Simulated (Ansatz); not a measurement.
```yaml
crystal:
  periodic: [false, false, false]
  atoms:
    - {symbol: Ge, position_ang: [-3.317255, 1.333164, 2.733654]}
    - {symbol: Si, position_ang: [-0.375132, -2.041390, 2.297800]}
    - {symbol: Si, position_ang: [2.991003, -0.762021, -0.253575]}
    - {symbol: Ge, position_ang: [1.426125, 0.694173, -4.211449]}
    - {symbol: H, position_ang: [-4.445042, 2.013335, 0.142663]}
    - {symbol: H, position_ang: [-5.490407, 0.610266, 4.522922]}
    - {symbol: H, position_ang: [-1.994447, 3.692857, 3.796809]}
    - {symbol: H, position_ang: [-1.669960, -4.234271, 1.098539]}
    - {symbol: H, position_ang: [0.534890, -2.835990, 4.840361]}
    - {symbol: H, position_ang: [4.796225, -2.880816, -0.673108]}
    - {symbol: H, position_ang: [4.373370, 1.338042, 1.012215]}
    - {symbol: H, position_ang: [-0.182984, -1.367824, -5.479241]}
    - {symbol: H, position_ang: [-0.245657, 3.039372, -3.820502]}
    - {symbol: H, position_ang: [3.599253, 1.401121, -6.007109]}
basis:
  gaussian: {orbitals: aug-cc-pVTZ}
hamiltonian: {xc: {name: wB97X}, pseudopotentials: {relativity: none}}
```

```sh
$ ansatz run in.yaml --threads 4 --pin off --events-out ev --progress --plain --max-ram 11315MiB
```

It prints (some lines left out):

```
Functional definition: wB97X
2258 factors; their error is unknown
834 factors; integrals over basis functions are off by at most 4.1e-5 eV
mean field evaluation 1: about -128904.1706 eV, gradient 4.3e1 eV
mean field evaluation 2: about -128880.9590 eV, gradient 8.3e1 eV
mean field evaluation 4: about -128916.6507 eV, gradient 4.9e0 eV
mean field evaluation 8: about -128916.8108 eV, gradient 4.5e-1 eV
mean field evaluation 16: about -128917.1837 eV, gradient 1.6e-2 eV
mean field -128917.18370329 eV, -4737.6191178901 hartree, gradient 5.8e-5 eV, S^2 0.000000; 0 other end points of the search recorded, 0 dependent functions left out
reference -128917.18352187 eV, -4737.6191112233 hartree; 51, 51 occupied and 397, 397 virtual orbitals, 2258 factors
Total energy: -128917.18352187 eV, -4737.6191112233 hartree
```

Q: Something in this input is off. What?

A: The coordinates are in bohr but typed as ångström. The calculation finished and met its thresholds. The result belongs to that input, not to the molecule as meant.
